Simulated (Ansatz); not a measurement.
C3H4AlF (SMILES C#[C][Al]([CH3])[F]): the energy to break a bond

The species is C3H4AlF (9 atoms), meant as a singlet with charge 0. As SMILES, `C#[C][Al]([CH3])[F]`. Geometry: optimised at B3LYP/def2-SVP.

```xyz
9

C     0.2181    2.7938    0.3448
C     0.3037    1.6409   -0.0505
Al    0.4042   -0.1761   -0.6226
C    -0.4411   -1.6737    0.2757
F     1.2940   -0.4647   -2.0060
H     0.1460    3.8106    0.6885
H    -1.1656   -2.1719   -0.3915
H     0.3050   -2.4373    0.5555
H    -0.9756   -1.3678    1.1891
```

Wanted: the dissociation energy of the Al3–C2 bond into doublet CH3AlF and doublet C2H (shapes relaxed at B3LYP/def2-SVP, no zero-point term). 1 Eh = 2625.50 kJ/mol = 27.2114 eV. Totals in Eh; open shells run unrestricted unless said.

```tsv
level	program	C3H4AlF	doublet CH3AlF	doublet C2H
PBE/def2-SVP	Ansatz	-458.388363	-381.739989	-76.445698
B3LYP/def2-SVP	Ansatz	-458.808640	-382.054489	-76.550029
```

Q: Work out the dissociation energy at each level.

A: 
1. PBE/def2-SVP: (-381.739989) + (-76.445698) − (-458.388363) = 0.202676 Eh = 532.1 kJ/mol = 5.52 eV.
2. B3LYP/def2-SVP: (-382.054489) + (-76.550029) − (-458.808640) = 0.204122 Eh = 535.9 kJ/mol = 5.55 eV.

The levels span 532 to 536 kJ/mol; no measured value is set beside them. A bond enthalpy at 298 K also holds the loss of zero-point energy and thermal terms.
